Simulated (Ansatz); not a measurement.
One change: `CC(N)O[SiH3]` becomes `COC(C)N`.

Ansatz, PBE0-D4/def2-TZVP geometries, multiplicity 1. Each molecule was computed in one conformer, which needn't be the lowest.

| property | `CC(N)O[SiH3]` |
| --- | --- |
| HOMO–LUMO gap (B3LYP/def2-TZVPP) / eV | 7.43 |
| size of the dipole moment (ωB97M-V/def2-TZVPP) / D | 0.14 |
| HOMO energy (ωB97M-V/def2-TZVPP) / eV | -9.96 |
| HOMO energy (PBE/def2-TZVPP) / eV | -6.01 |
| HOMO energy (B3LYP/def2-TZVPP) / eV | -7.27 |
| HOMO–LUMO gap (PBE0/def2-TZVPP) / eV | 7.92 |

Question: Give the same properties after the change, and the shifts. (Best estimate.)

Answer: The calculation gave: 
```csv
property,`COC(C)N`,shift
HOMO–LUMO gap (B3LYP/def2-TZVPP) / eV,7.89,0.46
size of the dipole moment (ωB97M-V/def2-TZVPP) / D,0.87,0.73
HOMO energy (ωB97M-V/def2-TZVPP) / eV,-9.64,0.32
HOMO energy (PBE/def2-TZVPP) / eV,-5.65,0.36
HOMO energy (B3LYP/def2-TZVPP) / eV,-6.98,0.29
HOMO–LUMO gap (PBE0/def2-TZVPP) / eV,8.48,0.56
```

With PBE0 the HOMO rises by 0.31 eV and the LUMO rises by 0.87 eV, so the gap widens by about 0.56 eV. PBE moves the HOMO by 0.36 eV and ωB97M-V by 0.32 eV. Dipoles are sizes alone; their direction can turn.

Positive LUMOs are unbound, so they and the gaps depend on the basis.

B3LYP here is the variant with VWN-RPA as its local correlation; programs differ in this.
